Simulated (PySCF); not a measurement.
**LDA on Ge (germanium, neutral)**

Configuration: [Ar] 3d10 4s1 4p2 5s1, high-spin 5P determinant (an excited configuration). Computed with PySCF 2.14 in x2c-QZVPPall with one added diffuse shell each of s, p, d, f type (12s9p6d5f1g, 113 functions), with scalar relativity by spin-free X2C-1e.

```json
{
 "Total energy": "-2095.091 hartree",
 "One-electron energy": "-2914.992 hartree",
 "Hartree (Coulomb) energy": "896.595 hartree",
 "Exchange-correlation energy": "-76.694 hartree",
 "⟨S²⟩": "6.0011",
 "⟨L²⟩": "2.028",
 "Sum of ⟨r⟩": "26.89 bohr",
 "Sum of ⟨r²⟩": "67.14 bohr²",
 "Traceless quadrupole moment −½Σ⟨3z² − r²⟩ along its main axis": "0.814 e·bohr²",
 "Langevin diamagnetic susceptibility": "-53.2 ×10⁻⁶ cm³/mol"
}
```

```
shell  electrons  mean orbital energy (hartree)  spread (hartree)  rms radius, mean of both spins (bohr)
 1s α          1                     -401.85441                 0                                 0.0543
 1s β          1                     -401.84781                 0                                 0.0543
 2s α          1                      -50.48921                 0                                  0.228
 2s β          1                      -50.48603                 0                                  0.228
 2p α          3                      -44.20265           0.00441                                  0.203
 2p β          3                      -44.19828           0.00639                                  0.203
 3s α          1                       -6.36465                 0                                  0.672
 3s β          1                       -6.35733                 0                                  0.672
 3p α          3                       -4.44389           0.01443                                  0.703
 3p β          3                       -4.43490           0.01735                                  0.703
 3d α          5                       -1.29413           0.01415                                  0.829
 3d β          5                       -1.27717           0.01869                                  0.829
 4s α          1                       -0.62663                 0                                   2.15
 4p α          2                       -0.30090                 0                                   2.73
 5s α          1                       -0.07295                 0                                   6.04
```

The outer electron is Rydberg-like, and this basis confines it to a smaller radius and binds it less than a complete one would.

Densities and radii are taken from the X2C orbitals without a picture-change correction, which distorts them close to the nucleus.
